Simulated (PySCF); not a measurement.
Atom-mapped SMILES (the numbers label the heavy atoms): `[CH3:1][N:2]1[SiH2:3][CH2:4][NH:5][CH2:6][SiH2:7]1`. Each H is labelled by its parent atom.

Averaged over atoms made equivalent by symmetry, fast rotation or ring inversion, non-relativistic, a single conformation, no solvent. GIAO PBE0/pcSseg-1 shieldings; geometry from GFN2-xTB; PySCF 2.14.

δ = σ(ref) − σ, references computed at the same level: ¹³C (σ = 186.93 ppm) and ¹H (σ = 31.72 ppm) and ²⁹Si (σ = 349.16 ppm) against TMS; ¹⁵N (σ = 267.73 ppm) vs NH3.

```
        atoms  nucleus  count  δ (ppm)
           N2      ¹⁵N      1     -4.5
        H(C1)       ¹H      3     2.75
  H(C4)/H(C6)       ¹H      4        ?
           N5      ¹⁵N      1     24.6
      Si3/Si7     ²⁹Si      2    -41.4
           C1      ¹³C      1        ?
H(Si3)/H(Si7)       ¹H      4        ?
        C4/C6      ¹³C      2     36.6
        H(N5)       ¹H      1    -0.54
```

Question: Fill in the missing shifts.

Answer: 
- C1: 36.2 ppm, methyl carbon bonded to N; deshielded by the electronegative neighbour
- H(Si3)/H(Si7): 4.54 ppm, hydrogen on a silicon bonded to C, N, in a 6-membered ring
- H(C4)/H(C6): 2.66 ppm, hydrogen on an sp3 CH2 bonded to N and Si; its carbon carries N, hence the downfield position

OH and NH positions are those of a molecule without intermolecular hydrogen bonds; in solution they move with solvent, concentration and temperature, and exchange usually removes their couplings. Shifts are as computed. Against solution values, carbons near 30 ppm lie about +3 ppm off and those near 130 ppm about +5 ppm. Of 1309 compounds with measured shifts, 239 miss one by over three times the rms of a fit or turn the order of signals round; such compounds aren't used in these exercises. Experimental scales use liquid or dissolved standards, which lie at an offset from isolated NH3 (liquid NH3: subtract about 20 ppm).
